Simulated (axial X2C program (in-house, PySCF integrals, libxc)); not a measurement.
# Potential curves of CoSn, 2c

Computed with an in-house all-electron X2C program for linear molecules (integrals from PySCF). Two-component (2c) means X2C with spin–orbit coupling and atomic mean-field two-electron Coulomb and Gaunt terms. Basis: Sn dyall-cv3z [11s12p9d4f1g], Co dyall-cv3z [9s10p6d3f2g] (cores contracted in-house); Gaussian nuclei, density fitting, unrestricted open shells. Masses: Sn 119.902 u, Co 58.933 u.

State: Ω = 5/2 (⟨Sz⟩ = 0.51, ⟨Lz⟩ = 1.99 at BP86). Energies in kJ/mol from the lowest point of each curve. Fits are polynomials in 1 − R0/R over 0.85 to 1.23 times the lowest point R0.

```csv
R (Å),BP86,HF,PBE0
2.1150,43.23,178.35,60.32
2.2122,13.68,111.81,24.49
2.2851,3.28,76.10,9.56
2.3581,0.00,49.64,2.02
2.4310,1.88,30.52,0.00
2.5161,8.71,15.35,2.70
2.6012,18.92,6.07,9.21
2.7106,35.12,0.42,21.14
2.8443,57.25,0.00,38.63
3.0388,90.28,6.35,65.74
```

The state is a single determinant with fixed occupations, the lowest that a limited PBE0 search found. Density functionals use the spin component along the axis (collinear). PBE0 can misorder states that lie within some tenths of an eV, so this need not be the ground state of the molecule. The nearest other 2c determinant of the search, Ω = 7/2, lies 0.06 eV up at the distance of the search. Without a current term, density functionals place determinants with orbital angular momentum somewhat too high. The determinant is spin-polarised beyond a pure state at some levels (its spin-free form has ⟨S²⟩ too high), which makes Re and μ there less reliable.

Question: What are Re and ωe at the BP86 level?

Answer: At BP86, 2c: Re = 2.364 Å, ωe ≈ 259 cm⁻¹; Be follows as 0.0763 cm⁻¹.

Question: Fit the HF curve near its minimum: give the equilibrium distance and the harmonic wavenumber.

Answer: At HF, 2c: Re = 2.785 Å, ωe ≈ 147 cm⁻¹; Be follows as 0.055 cm⁻¹.

Question: What are Re and ωe at the PBE0 level?

Answer: At PBE0, 2c: Re = 2.427 Å, ωe ≈ 235 cm⁻¹; Be follows as 0.0724 cm⁻¹.
